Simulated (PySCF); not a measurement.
Compound: C₇H₆F₂N (doublet state).
Numbering: `[H]/[N:6]=[C:5]\[C@H:4]1[C@@H:3]([C:2]#[CH:1])[C@@H:7]1[CH:8]([F:9])[F:10]` (hydrogens: H11 on C1; H12 on C3; H13 on C4; H14 on N6; H15 on C7; H16 on C8)

Structure used (GFN2-xTB), in Å, numbered top down from 1:
```
atom  x, y, z in Å
C1     2.3832   -1.4380   -0.5834
C2     1.3532   -0.8231   -0.6061
C3     0.1258   -0.1066   -0.6219
C4    -0.0908    1.1048    0.3175
C5     0.8995    1.5357    1.2626
N6     2.0545    1.3808    1.6118
C7    -0.7947   -0.1997    0.5693
C8    -2.2857   -0.2857    0.3659
F9    -2.6666   -1.5690    0.1398
F10   -2.6811    0.4216   -0.7206
H11    3.2834   -1.9759   -0.5740
H12   -0.3345   -0.0228   -1.5999
H13   -0.7005    1.9023   -0.0924
H14    2.7631    0.8045    1.1508
H15   -0.4554   -0.8012    1.4047
H16   -2.8608    0.0812    1.2320
```

The hyperfine couplings belong to this conformer and change with its torsions.

Computed, not measured: UKS B3LYP, pcH-1 on C F H N, non-relativistic, mean-field spin-orbit, GIAO (PySCF 2.14.0). Geometry: GFN2-xTB, one conformer, isolated molecule. Couplings are sensitive to structure, and on GFN2-xTB geometries they can be far from those on DFT ones. No stability test was run, so a lower SCF solution isn't excluded.

Where do the isotropic ENDOR lines of C5, C4, C3, C2, C1, N6, H14, H13, H12 and H15 fall at 3371.9 mT, to first order?

ν± = |νn ± a/2|, one line for each electron-spin manifold; νn = |g_N| × 7.62259 MHz/T × B.

| nuclei | isotope | g_N | νn (MHz) | a_iso (MHz) | lower line (MHz) | upper line (MHz) |
| --- | --- | --- | --- | --- | --- | --- |
| C5 | 13C | 1.4048 | 36.11 | 391.15 | 159.47 | 231.68 |
| C4 | 13C | 1.4048 | 36.11 | 116.15 | 21.97 | 94.18 |
| C3 | 13C | 1.4048 | 36.11 | 40.72 | 15.75 | 56.47 |
| C2 | 13C | 1.4048 | 36.11 | -6.88 | 32.67 | 39.55 |
| C1 | 13C | 1.4048 | 36.11 | 4.34 | 33.94 | 38.28 |
| N6 | 14N | 0.4038 | 10.38 | 116.84 | 48.04 | 68.80 |
| H14 | 1H | 5.5857 | 143.57 | 235.20 | 25.97 | 261.17 |
| H13 | 1H | 5.5857 | 143.57 | 11.19 | 137.97 | 149.16 |
| H12 | 1H | 5.5857 | 143.57 | 6.45 | 140.34 | 146.79 |
| H15 | 1H | 5.5857 | 143.57 | 4.29 | 141.42 | 145.71 |

The rows for 13C, of low natural abundance, apply to labelled samples.

Which pairs are centred on the nuclear Larmor frequency, and which on half the coupling?

Centred on νn, since |a| < 2νn: C3, C2, C1, H14, H13, H12 and H15. Centred on |a|/2 and split by 2νn: C5, C4 and N6.

At what field would the lower line of C1 fall to zero frequency?

Where νn = |a|/2, that is B = 2.17 MHz/(1.4048 × 7.62259 MHz/T) = 203 mT, as far as first order holds there.

Couplings of abundant isotopes left out: H11 (-3.1 MHz) and F10 (1.2 MHz).
